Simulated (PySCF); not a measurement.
**Bond length, frequency and bond energy of InH⁺ by level of theory**

State: ²Σ⁺ (doublet), unpaired electrons σ ↑. Set-up: In def2-SVPD with ECP28, H def2-SVPD; scalar-relativistic core potentials (PySCF 2.14). De refers to In⁺ + H in their ground configurations, without counterpoise correction. The functionals are run spin-unrestricted. A positive dipole points towards H; it is taken about the centre of mass and depends on that origin. Levels whose curve was spin-contaminated or gave no clean fit are not listed.

| Level | Re (Å) | ωe (cm⁻¹) | De (eV) | μ (D) | CPU s a point (SCF and correlation, without the integrals) |
| --- | --- | --- | --- | --- | --- |
| ROHF-CCSD(T) | 1.832 | 1139 | 0.258 | n/a | 2 |
| LDA | 1.883 | 1020 | 0.58 | 0.56 | 0.26 |
| PBE | 1.921 | 865 | 0.276 | 0.44 | 0.4 |
| BP86 | 1.901 | 960 | 0.380 | 0.41 | 0.3 |
| r²SCAN | 1.875 | 999 | 0.467 | 0.34 | 0.6 |
| PBE0 | 1.868 | 1015 | 0.289 | 0.31 | 0.6 |
| HSE06 | 1.879 | 975 | 0.284 | 0.33 | 0.6 |
| BHandHLYP | 1.868 | 1023 | 0.305 | 0.24 | 0.33 |

The bond length runs from 1.832 Å (ROHF-CCSD(T)) to 1.921 Å (PBE). De spans 0.26 eV (ROHF-CCSD(T), coupled cluster) to 0.58 eV (LDA, local density).

Correlated steps freeze 4 core orbitals. The bond is weak. Basis-set superposition, not corrected here, can be much of De in a small basis, most of all at correlated wavefunction levels. Spin–orbit coupling is left out. For an ion De counts to the pair picked by the measured ionisation energies or electron affinities, which need not be the lowest pair at this level. The state was picked by a PBE0 search and need not be the measured ground state.

The whole job (state search and all levels along the bond) took about 1.1 min on 1 thread of Arm Neoverse V1 (shared host), peak memory 0.45 GiB.
